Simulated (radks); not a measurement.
Values are calculated unless marked as measured or tabulated.
Valence configurations of Lu I (all share [Xe]). Code: a radial shooting solver on a logarithmic mesh with Libxc functionals. Model: Dirac Kohn-Sham, PBEsol, spin-unpolarised, spherical densities, point nucleus; open shells fill j = l - 1/2 first. Energies are relative to 4f14 5d1 6s2; eigenvalues in eV.

| valence | E (eV) | e(4f5/2) | e(4f7/2) | e(5d3/2) | e(6p1/2) | e(6p3/2) |
|---|---|---|---|---|---|---|
| 4f14 5d1 6s2 | 0.000 | -10.317 | -8.794 | -1.887 | - | - |
| 4f14 6s2 6p1 | 0.864 | -13.349 | -11.824 | - | -2.359 | - |
| 4f14 5d1.5 6s1.5 | 1.404 | -9.708 | -8.185 | -1.589 | - | - |
| 4f14 5d2 6s1 | 2.865 | -9.239 | -7.717 | -1.383 | - | - |
| 4f14 5d1 6s1 6p1 | 3.159 | -11.568 | -10.045 | -2.831 | -2.113 | - |
| 4f13.5 6s1.5 6p2 | 8.745 | -19.322 | -17.757 | - | -3.089 | - |
| 4f13 5d1 6s2 6p1 | 11.781 | -20.682 | -19.079 | -5.165 | -2.493 | - |
| 4f13 6s2 6p2 | 15.214 | -24.376 | -22.771 | - | -3.325 | - |
| 4f13 5d1 6s1 6p2 | 15.636 | -21.884 | -20.281 | -6.108 | -2.992 | - |
| 4f12 6s2 6p3 | 40.946 | -36.870 | -35.183 | - | -4.425 | -3.605 |

NIST lists [Xe] 4f14 5d1 6s2 as the ground configuration; this level of theory agrees among the configurations tried. The energies are those of spherical spin-averaged densities, not of single terms.
